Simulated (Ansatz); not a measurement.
CH4AlBrGe, 8 atoms. The species carries charge 0 and has multiplicity 1. Correlated methods include outer-core shells of Br, Ge, which these sets cover unevenly. Scalar relativity is left out up to krypton. The bonds changed during the relaxation, so this is another structure than the one it started from. All runs use 4 threads of an AMD EPYC 9R45 on a shared host. Correlated methods freeze the cores.

Q: Give the basis size and wall time and peak host memory of each of these runs in Ansatz. RKS B3LYP-D4/def2-TZVPP energy and forces; RHF-CCSD(T)/def2-TZVPP energy; RKS PBE0-D4/def2-TZVP frequencies; RHF-CCSD(T)/def2-SVP energy; RKS ωB97M-V/def2-QZVPP energy; RKS ωB97M-V/def2-SVP energy; RKS r2SCANh-D4/def2-TZVPP energy; RKS PBE0-D4/def2-SVP energy; RKS ωB97X-V/def2-TZVPP energy; RKS PBE0-D4/def2-QZVPP energy; RKS PBE0-D4/def2-TZVP relaxation (6 steps); RKS PBE-QIDH (frozen core)/def2-TZVPP energy. (An estimate is asked.)

A: Computed: Other jobs shared the machine, so times are rough.

| level | job | functions | wall time | peak host memory (GiB) |
| --- | --- | --- | --- | --- |
| RKS PBE0-D4/def2-SVP | energy | 116 | 0.8 s | 0.43 |
| RKS r2SCANh-D4/def2-TZVPP | energy | 225 | 2.4 s | 0.83 |
| RKS ωB97M-V/def2-SVP | energy | 116 | 2.5 s | 0.44 |
| RKS B3LYP-D4/def2-TZVPP | energy and forces | 225 | 2.5 s | 0.82 |
| RKS PBE-QIDH (frozen core)/def2-TZVPP | energy | 225 | 2.8 s | 0.66 |
| RHF-CCSD(T)/def2-SVP | energy | 116 | 3.6 s | 0.56 |
| RKS ωB97X-V/def2-TZVPP | energy | 225 | 3.7 s | 0.98 |
| RKS PBE0-D4/def2-QZVPP | energy | 425 | 4.7 s | 2 |
| RKS ωB97M-V/def2-QZVPP | energy | 425 | 9.5 s | 2.3 |
| RKS PBE0-D4/def2-TZVP | relaxation (6 steps) | 188 | 13 s | 0.66 |
| RHF-CCSD(T)/def2-TZVPP | energy | 225 | 53 s | 3.6 |
| RKS PBE0-D4/def2-TZVP | frequencies | 188 | 66 s | 0.67 |

B3LYP here is the variant with VWN-RPA as its local correlation; programs differ in this.
